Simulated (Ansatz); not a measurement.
Molecule: sum formula SiAsH4, charge -1, multiplicity 1. It need not be the lowest isomer of its formula. Whether it binds its extra electron was not tested at this geometry. SMILES: [SiH3][AsH-]
Geometry: optimised at B3LYP-D3(BJ)/def2-TZVP (Ansatz, an electronic-structure program).

Parts of the frozen-core correlation energy in STO-3G (Ansatz, hartree). Frozen orbitals: 19; correlated occupied orbitals by spin: 7 and 7; virtual: 5 and 5. No spin-orbit coupling. Non-relativistic.

```
term                             value
-------------------------  -----------
reference (HF)             -2497.04734
MP2 opposite-spin                    ?
MP2 same-spin                 -0.00302
CCSD correlation                     ?
(T)                                  ?
FCI minus CCSD(T)             -0.00031
T1 diagnostic                    0.007
largest doubles amplitude        0.067
```

Problem. What belongs in the gaps?

Solution. 
- MP2 opposite-spin, value: -0.06043
- CCSD correlation, value: -0.09162
- (T), value: -0.00074
